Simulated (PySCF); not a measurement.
Input of a run (PBE0-D3(BJ)/def2-SVP geometry optimisation, gas phase (PySCF 2.14.0)), started from GFN2-xTB:
```
{"job": {"xc": "PBE0", "basis": "def2-SVP", "d3": "d3bj", "grid": 1, "maxiter": 30, "shake": 0.01, "kind": "geom"}, "charge": 0, "multiplicity": 1}
C      2.639460     0.367410    -0.112350
Se     0.810980     0.820870     0.492820
C     -0.127120    -0.315590    -0.865590
O     -1.406960    -0.080270    -0.968460
Si    -2.582950    -0.091190     0.188290
H      2.756980     0.781480    -1.126670
H      3.326010     0.870010     0.564550
H      2.772750    -0.680130    -0.099060
H      0.379090    -0.084410    -1.793640
H      0.103740    -1.355130    -0.558300
H     -3.735370     0.153850    -0.651070
H     -2.292090     0.968060     1.185390
H     -2.638680    -1.371850     0.872520
```

Output (energies in Eh, forces in Eh/bohr):
```
step   0  E = -2846.21137450  max force = 0.056625
step   1  E = -2846.22062612  max force = 0.017242
step   2  E = -2846.22138010  max force = 0.008732
step   3  E = -2846.22177665  max force = 0.002507
step   4  E = -2846.22212503  max force = 0.007591
step   5  E = -2846.22251899  max force = 0.015328
step   6  E = -2846.22291457  max force = 0.012650
step   7  E = -2846.22349577  max force = 0.002112
step   8  E = -2846.22379610  max force = 0.004681
step   9  E = -2846.22409442  max force = 0.011242
step  10  E = -2846.22447970  max force = 0.011420
step  11  E = -2846.22492445  max force = 0.008364
step  12  E = -2846.22520261  max force = 0.005648
step  13  E = -2846.22543509  max force = 0.010109
step  14  E = -2846.22567365  max force = 0.001328
step  15  E = -2846.22582211  max force = 0.001327
step  16  E = -2846.22605214  max force = 0.001754
step  17  E = -2846.22493625  max force = 0.008557
step  18  E = -2846.22649364  max force = 0.003380
step  19  E = -2846.22610101  max force = 0.006676
step  20  E = -2846.22761520  max force = 0.004666
step  21  E = -2846.22836996  max force = 0.003864
step  22  E = -2846.22900011  max force = 0.003270
step  23  E = -2846.22921518  max force = 0.001996
step  24  E = -2846.22925833  max force = 0.000997
step  25  E = -2846.22927934  max force = 0.000887
step  26  E = -2846.22928916  max force = 0.000988
step  27  E = -2846.22929618  max force = 0.000875
step  28  E = -2846.22930531  max force = 0.000578
step  29  E = -2846.22931462  max force = 0.000228
optimisation converged
```

Question: Summarise the run.

Answer: The energy falls by 47.1 kJ/mol over 30 energy and gradient evaluations, the largest force component goes from 0.0566 to 2.3e-04 Eh/bohr, and the atoms move by 1.408 Å rms after alignment. The bond that changes most is C3–O4 (sp3 carbon bound to oxygen to silyl ether oxygen), which lengthens by 0.080 Å. Bonds longer at the end by more than 0.005 Å: 8 of 12; shorter: 3. Among the angles that change most is C3–O4–Si5, from 130.0° to 123.8°. Among the dihedrals that turn most is C1–Se2–C3–O4, from -167° to 63°. The energy rose by more than 1e-6 Eh at steps 17 and 19. The first step brought 52 % of the lowering.

Question: What are the final bond lengths?

Answer: C1–Se2 1.942 Å, Se2–C3 1.961 Å, C3–O4 1.385 Å, O4–Si5 1.680 Å, C1–H6 1.098 Å, C1–H7 1.098 Å, C1–H8 1.098 Å, C3–H9 1.105 Å, C3–H10 1.100 Å, Si5–H11 1.489 Å, Si5–H12 1.494 Å, Si5–H13 1.492 Å. Numbering counts from 1 in the input's order; the species is `C[Se]CO[SiH3]`.

The run used 132 basis functions and 216 SCF cycles in all. On one thread, Intel Xeon 6975P-C (x86_64), shared host with 192 logical CPUs at a one-minute load of 99, this took 3.0 min of wall time and 0.56 GiB of memory at its peak.

No frequency check. The numbers are those of one conformer.
